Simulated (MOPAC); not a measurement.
Input file for MOPAC: PM3 on SeH, 2S+1 = 2, a spin state set in the input, which need not be the lowest, a point of a bond scan (R = 1.515 Å).

```
PM3 1SCF PRECISE CHARGE=0 UHF MS=0.5 THREADS=1
HSe

H      0.00000000 1     0.00000000 1     0.00000000 1
Se     0.00000000 1     0.00000000 1     1.51480900 1
```

Program output:

```
*******************************************************************************
 **                                                                           **
 **                              MOPAC v23.2.5                                **
 **                                                                           **
 *******************************************************************************
 ** MOPAC's Digital Object Identifier: https://doi.org/10.5281/zenodo.6511958 **
 **                                                                           **
 ** Please cite the open-source release paper for use of this MOPAC version:  **
 ** J. E. Moussa and J. J. P. Stewart (2026)                                  **
 ** MOPAC: An open-source semiempirical molecular orbital program             **
 ** J. Open Source Softw., 11(119), 8025, https://doi.org/10.21105/joss.08025 **
 *******************************************************************************

                              PM3 CALCULATION RESULTS

 *******************************************************************************
 *  PM3        - The PM3 Hamiltonian to be used
 *  UHF        - UNRESTRICTED HARTREE-FOCK CALCULATION
 *
 *
 *
 *                 CHARGE ON SYSTEM = 0
 *
 *
 *
 *  MS=        - IN MECI, MAGNETIC COMPONENT OF SPIN =  0.5
 *  PRECISE    - TIGHTER CRITERIA TO BE USED
 *  1SCF       - DO 1 SCF AND THEN STOP
 *  THREADS=1  - MULTI-THREADING NOT USED
 *  T=         - A TIME OF 172800.0 SECONDS REQUESTED
 *  DUMP=N     - RESTART FILE WRITTEN EVERY 7200.0 SECONDS REQUESTED
 *******************************************************************************
PM3 1SCF PRECISE CHARGE=0 UHF MS=0.5 THREADS=1
 HSe

   ATOM   CHEMICAL          X               Y               Z
  NUMBER   SYMBOL      (ANGSTROMS)     (ANGSTROMS)     (ANGSTROMS)

     1       H          0.00000000  *   0.00000000  *   0.00000000  *
     2      Se          0.00000000  *   0.00000000  *   1.51480900  *



          CARTESIAN COORDINATES

    NO.       ATOM           X           Y           Z

     1         H          0.0000      0.0000      0.0000
     2        Se          0.0000      0.0000      1.5148

  H: (PM3): J. J. P. STEWART, J. COMP. CHEM. 10, 209 (1989).
 Se: (PM3): J. J. P. STEWART, J. COMP. CHEM. 12, 320-341 (1991).

           Empirical Formula: H Se  =     2 atoms



      MOLECULAR POINT GROUP   :   C*v


          UHF CALCULATION, NO. OF ALPHA ELECTRONS =    4
                           NO. OF BETA  ELECTRONS =    3

 -------------------------------------------------------------------------------
 PM3 1SCF PRECISE CHARGE=0 UHF MS=0.5 THREADS=1
 HSe



     1SCF WAS SPECIFIED, SO BFGS WAS NOT USED
     SCF FIELD WAS ACHIEVED


                              PM3 CALCULATION
                                                       MOPAC v23.2.5 Linux




          FINAL HEAT OF FORMATION =         42.97456 KCAL/MOL =     179.80554 KJ/MOL


          COSMO AREA              =         63.72 SQUARE ANGSTROMS
          COSMO VOLUME            =         47.62 CUBIC ANGSTROMS

          IONIZATION POTENTIAL    =          9.112715 EV
          ALPHA SOMO LUMO (EV)    =        -10.253 -0.286
          BETA  SOMO LUMO (EV)    =         -9.113 -2.310
          NO. OF ALPHA ELECTRONS  =          4
          NO. OF BETA  ELECTRONS  =          3
          MOLECULAR WEIGHT        =         79.9679         POINT GROUP:  C*v

          MOLECULAR DIMENSIONS (Angstroms)

            Atom       Atom       Distance
           Se     2    H     1     1.51481
           Se     2    H     1     0.00000
            H     1   Se     2     0.00000


          SCF CALCULATIONS        =          1





   ATOM   CHEMICAL          X               Y               Z
  NUMBER   SYMBOL      (ANGSTROMS)     (ANGSTROMS)     (ANGSTROMS)

     1       H          0.00000000  *   0.00000000  *   0.00000000  *
     2      Se          0.00000000  *   0.00000000  *   1.51480900  *

                             CARTESIAN COORDINATES

   1    H        0.000000000     0.000000000     0.000000000
   2   Se        0.000000000     0.000000000     1.514809000


           Empirical Formula: H Se  =     2 atoms



      MOLECULAR POINT GROUP   :   C*v


          ALPHA EIGENVALUES
 -19.84338 -13.04393 -12.09657 -10.25253  -0.28582


           BETA EIGENVALUES
 -17.13672 -11.36173  -9.11272  -2.31044   0.02166


              NET ATOMIC CHARGES AND DIPOLE CONTRIBUTIONS

  ATOM NO.   TYPE          CHARGE      No. of ELECS.   s-Pop       p-Pop
    1          H          -0.010150        1.0101     1.01015
    2         Se           0.010150        5.9899     1.94031     4.04954
 DIPOLE           X         Y         Z       TOTAL
 POINT-CHG.     0.000     0.000     0.074     0.074
 HYBRID        -0.000     0.000    -1.048     1.048
 SUM           -0.000     0.000    -0.974     0.974


          ATOMIC ORBITAL ELECTRON POPULATIONS

     Atom    s        px        py        pz
    1  H   1.01015
    2 Se   1.94031   2.00000   1.00000   1.04954


                    (SZ)    =    0.500000
                    (S**2)  =    0.777384


          ATOMIC ORBITAL SPIN POPULATIONS

    Atom   Total    s     px     py     pz
         Atomic
    1  H -0.1604 -0.160
    2 Se  1.1604  0.023  0.000  1.000  0.138

 **********************
 *                    *
 * JOB ENDED NORMALLY *
 *                    *
 **********************




 == MOPAC DONE ==
```

The run finished.

Cost: about 0.03 core-seconds (a rough figure).
